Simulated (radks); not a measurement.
Results of a calculation; reference values are marked as such.
Q: Ionisation of Mo, [Kr] 4d5 5s1, to Mo+, [Kr] 4d5, under several functionals. Scalar-relativistic Kohn-Sham, spin-polarised, spherical densities, point nucleus; open shells are filled with parallel spins first (spin-orbit coupling, left out, can overturn this in heavy ions); a radial shooting solver on a logarithmic mesh with Libxc functionals. Known Delta-SCF values: SOGGA 7.415 eV. What does revPBE give, and what is its highest occupied eigenvalue?

A: 7.376 eV by Delta-SCF; the 4d eigenvalue is -4.535 eV. NIST: 7.092 eV (measured).
